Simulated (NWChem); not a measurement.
Program: NWChem. System: Cl2Hg, charge 0, spin multiplicity 1, at a geometry optimised with PBE0/def2-SVP with def2 effective core potentials on Hg. The structure started from a generated list of species. Level: TD-BHandHLYP/def2-SVPD with def2 effective core potentials on Hg.

Input file:

```
start mol
memory heap 200 mb stack 900 mb global 1100 mb
geometry units angstroms nocenter noautoz
  Hg     0.000000     0.000000     0.000000
  Cl     0.000000     0.000000     2.282284
  Cl     0.000000     0.000000    -2.282284
  symmetry group D2h
end
basis spherical
  * library def2-svpd
end
ecp
  Hg library def2-ecp
end
dft
  xc bhlyp
  semidirect memsize 60000000 filesize 0
  iterations 100
end
tddft
  rpa
  nroots 6
  notriplet
  thresh 1e-4
end
task tddft energy
```

Output (cleaned and shortened):

```
             Northwest Computational Chemistry Package (NWChem) 7.3.0
             --------------------------------------------------------

                                NWChem Input Module
                                -------------------

 Scaling coordinates for geometry "geometry" by  1.889725989
 (inverse scale =  0.529177249)

 Turning off AUTOSYM since
 SYMMETRY directive was detected!

                             Geometry "geometry" -> ""
                             -------------------------

 Output coordinates in angstroms (scale by  1.889725989 to convert to a.u.)

  No.       Tag          Charge          X              Y              Z
 ---- ---------------- ---------- -------------- -------------- --------------
    1 Hg                  80.0000     0.00000000     0.00000000     0.00000000
    2 Cl                  17.0000     0.00000000     0.00000000     2.28228400
    3 Cl                  17.0000     0.00000000     0.00000000    -2.28228400

 Effective nuclear repulsion energy (a.u.)     664.1716060576

            Nuclear Dipole moment (a.u.)
            ----------------------------
        X                 Y               Z
 ---------------- ---------------- ----------------
     0.0000000000     0.0000000000     0.0000000000

      Symmetry information
      --------------------

 Group name             D2h
 Group number             26
 Group order               8
 No. of unique centers     2

      Symmetry unique atoms

     1    2


 Summary of "ao basis" -> "" (spherical)
 ------------------------------------------------------------------------------
       Tag                 Description            Shells   Functions and Types
 ---------------- ------------------------------  ------  ---------------------
 *                         def2-svpd                  on all atoms

                                 NWChem DFT Module
                                 -----------------

 Summary of "ao basis" -> "ao basis" (spherical)
 ------------------------------------------------------------------------------
       Tag                 Description            Shells   Functions and Types
 ---------------- ------------------------------  ------  ---------------------
 Hg                        def2-svpd                13       35   6s4p2d1f
 Cl                        def2-svpd                11       27   5s4p2d

 Summary of "ao basis" -> "ao basis" (spherical)
 ------------------------------------------------------------------------------
       Tag                 Description            Shells   Functions and Types
 ---------------- ------------------------------  ------  ---------------------
 Hg                        def2-svpd                13       35   6s4p2d1f
 Cl                        def2-svpd                11       27   5s4p2d

      Symmetry analysis of basis
      --------------------------

        ag         23
        au          3
        b1g         4
        b1u        19
        b2g         8
        b2u        12
        b3g         8
        b3u        12

            General Information
            -------------------
          SCF calculation type: DFT
          Wavefunction type:  closed shell.
          No. of atoms     :     3
          No. of electrons :    54
           Alpha electrons :    27
            Beta electrons :    27
          Charge           :     0
          Spin multiplicity:     1
          Use of symmetry is: off; symmetry adaption is: on
          Maximum number of iterations: 100
[...]
     Occ.   25  b2u ---  Virt.   46  b1u  0.07317 X
     Occ.   27  b3g ---  Virt.   28  ag   0.98950 X
     Occ.   27  b3g ---  Virt.   32  ag  -0.07365 X
  ----------------------------------------------------------------------------
  Root   2 singlet b2g            0.194729679 a.u.                5.2989 eV
  ----------------------------------------------------------------------------
     Transition Moments    X  0.00000   Y  0.00000   Z  0.00000
     Transition Moments   XX  0.00000  XY  0.00000  XZ -1.43905
     Transition Moments   YY -0.00000  YZ -0.04553  ZZ -0.00000
     Dipole Oscillator Strength                    0.0000000000
     Electric Quadrupole                           0.0000000815
     Magnetic Dipole                               0.0000000219
     Total Oscillator Strength                     0.0000001034

          sigma_e =   2.2299 Angstrom
          sigma_h =   2.4509 Angstrom
         |d_h->e| =   0.0000 Angstrom
            d_exc =   3.1393 Angstrom
            d_CD1 =   0.2210 Angstrom
            d_CD2 =  -2.3404 Angstrom
            d_CD3 =   3.1393 Angstrom
     Pearson C.C. =   0.1029

     Occ.   24  b3u ---  Virt.   31  b1u  0.06227 X
     Occ.   24  b3u ---  Virt.   46  b1u  0.07317 X
     Occ.   26  b2g ---  Virt.   28  ag   0.98950 X
     Occ.   26  b2g ---  Virt.   32  ag  -0.07365 X
  ----------------------------------------------------------------------------
  Root   3 singlet b2u            0.219862997 a.u.                5.9828 eV
  ----------------------------------------------------------------------------
     Transition Moments    X  0.07805   Y -0.37537   Z -0.00000
     Transition Moments   XX -0.00000  XY  0.00000  XZ  0.00000
     Transition Moments   YY -0.00000  YZ  0.00000  ZZ  0.00000
     Dipole Oscillator Strength                    0.0215458234
     Electric Quadrupole                           0.0000000000
     Magnetic Dipole                               0.0000000000
     Total Oscillator Strength                     0.0215458234

          sigma_e =   2.2371 Angstrom
          sigma_h =   2.4705 Angstrom
         |d_h->e| =   0.0000 Angstrom
            d_exc =   3.1323 Angstrom
            d_CD1 =   0.2335 Angstrom
            d_CD2 =  -2.3538 Angstrom
            d_CD3 =   3.1323 Angstrom
     Pearson C.C. =   0.1173

     Occ.   24  b3u ---  Virt.   28  ag  -0.20134 X
     Occ.   25  b2u ---  Virt.   28  ag   0.96832 X
     Occ.   25  b2u ---  Virt.   32  ag  -0.06954 X
     Occ.   27  b3g ---  Virt.   31  b1u  0.07499 X
     Occ.   27  b3g ---  Virt.   46  b1u  0.07999 X
  ----------------------------------------------------------------------------
  Root   4 singlet b3u            0.219862997 a.u.                5.9828 eV
  ----------------------------------------------------------------------------
     Transition Moments    X -0.37537   Y -0.07805   Z -0.00000
     Transition Moments   XX -0.00000  XY -0.00000  XZ  0.00000
     Transition Moments   YY -0.00000  YZ  0.00000  ZZ -0.00000
     Dipole Oscillator Strength                    0.0215458233
     Electric Quadrupole                           0.0000000000
     Magnetic Dipole                               0.0000000000
     Total Oscillator Strength                     0.0215458233

          sigma_e =   2.2371 Angstrom
          sigma_h =   2.4705 Angstrom
         |d_h->e| =   0.0000 Angstrom
            d_exc =   3.1323 Angstrom
            d_CD1 =   0.2335 Angstrom
            d_CD2 =  -2.3538 Angstrom
            d_CD3 =   3.1323 Angstrom
     Pearson C.C. =   0.1173

     Occ.   24  b3u ---  Virt.   28  ag   0.96832 X
     Occ.   24  b3u ---  Virt.   32  ag  -0.06954 X
     Occ.   25  b2u ---  Virt.   28  ag   0.20134 X
     Occ.   26  b2g ---  Virt.   31  b1u  0.07499 X
     Occ.   26  b2g ---  Virt.   46  b1u  0.07999 X
  ----------------------------------------------------------------------------
  Root   5 singlet b1u            0.263418431 a.u.                7.1680 eV
  ----------------------------------------------------------------------------
     Transition Moments    X  0.00000   Y  0.00000   Z -1.17463
     Transition Moments   XX -0.00000  XY  0.00000  XZ  0.00000
     Transition Moments   YY -0.00000  YZ  0.00000  ZZ  0.00000
     Dipole Oscillator Strength                    0.2423032008
     Electric Quadrupole                           0.0000000000
     Magnetic Dipole                               0.0000000000
     Total Oscillator Strength                     0.2423032008

          sigma_e =   2.2638 Angstrom
          sigma_h =   2.4697 Angstrom
         |d_h->e| =   0.0000 Angstrom
            d_exc =   3.1456 Angstrom
            d_CD1 =   0.2058 Angstrom
            d_CD2 =  -2.3667 Angstrom
            d_CD3 =   3.1456 Angstrom
     Pearson C.C. =   0.1189

     Occ.   23  b1u ---  Virt.   28  ag   0.75942 X
     Occ.   24  b3u ---  Virt.   38  b2g  0.05433 X
     Occ.   25  b2u ---  Virt.   37  b3g  0.05433 X
     Occ.   26  b2g ---  Virt.   29  b3u  0.45083 X
     Occ.   27  b3g ---  Virt.   30  b2u  0.45083 X
  ----------------------------------------------------------------------------
  Root   6 singlet au             0.281104465 a.u.                7.6492 eV
  ----------------------------------------------------------------------------
     Transition Moments    X  0.00000   Y  0.00000   Z -0.00000
     Transition Moments   XX -0.00000  XY  0.00000  XZ  0.00000
     Transition Moments   YY -0.00000  YZ  0.00000  ZZ  0.00002
     Dipole Oscillator Strength                    0.0000000000
     Electric Quadrupole                           0.0000000000
     Magnetic Dipole                               0.0000000000
     Total Oscillator Strength                     0.0000000000

          sigma_e =   2.1622 Angstrom
          sigma_h =   2.4482 Angstrom
         |d_h->e| =   0.0000 Angstrom
            d_exc =   3.1368 Angstrom
            d_CD1 =   0.2860 Angstrom
            d_CD2 =  -2.3052 Angstrom
            d_CD3 =   3.1368 Angstrom
     Pearson C.C. =   0.0784

     Occ.   26  b2g ---  Virt.   30  b2u  0.70204 X
     Occ.   27  b3g ---  Virt.   29  b3u  0.70206 X

              Target root =      1
          Target symmetry = none
      Ground state energy =  -1073.543582504218
        Excitation energy =      0.194729679012
     Excited state energy =  -1073.348852825206

  stored tddft:energy   -1073.3488528252055

 Task  times  cpu:      141.7s     wall:      141.7s

 Total times  cpu:      141.8s     wall:      141.8s
```
